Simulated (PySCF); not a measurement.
## Shifts of the heteroatoms

Numbering as in the mapped SMILES `[CH3:1][C@@:2]1([O:3][CH:4]([F:5])[F:6])[O:7][C@@H:8]1[C:9]#[N:10]`. Each H is labelled by its parent atom.

[PySCF 2.14: PBE0/pcSseg-1 with gauge-including orbitals; GFN2-xTB structure; non-relativistic; rapidly exchanging positions averaged; gas phase; single conformer]

**Question.** Predict the ¹⁹F NMR data.

**Answer.** 
```tsv
atoms	environment	σ (ppm)	δ (ppm)
F6	fluorine of a CF2 group	259.8	-73.8
F5	fluorine of a CF2 group	271.5	-84.3
```

Shieldings were converted by a linear fit to measured shifts: ¹⁹F (scatter 6.0 ppm rms, 7.0 ppm with the 5 outliers that the fit left out vs CFCl3, solution or neat liquid, with a term for F on sp3 carbon). A few per cent of atoms miss by over 2 rms, more outside the fitted compound classes.

On a 400 MHz spectrometer ¹⁹F resonates near 376.4 MHz, so 1 ppm is 376.4 Hz.

**Question.** Where does ¹⁵N resonate?

**Answer.** 
```
atoms       environment  σ (ppm)  δ (ppm)
  N10  nitrile nitrogen    -45.1   -106.5
```

Shieldings were converted by a linear fit to measured shifts: ¹⁵N (scatter 6.3 ppm rms vs CH3NO2, solution or neat liquid). A few per cent of atoms miss by over 2 rms, more outside the fitted compound classes.

On a 500 MHz spectrometer ¹⁵N resonates near 50.7 MHz, so 1 ppm is 50.7 Hz.

**Question.** What are the ¹⁷O shifts?

**Answer.** 
```json
{"atoms": "O3", "environment": "ether oxygen", "σ (ppm)": "175.2", "δ (ppm)": "107.1"}
{"atoms": "O7", "environment": "ether oxygen", "σ (ppm)": "235.9", "δ (ppm)": "51.8"}
```

Shieldings were converted by a linear fit to measured shifts: ¹⁷O (scatter 10.7 ppm rms, 12.2 ppm with the 3 outliers that the fit left out vs liquid water, solution or neat liquid). Occasional misses reach two or three times the rms, and more in compound classes unlike the fitted ones.

On a 400 MHz spectrometer ¹⁷O resonates near 54.2 MHz, so 1 ppm is 54.2 Hz.
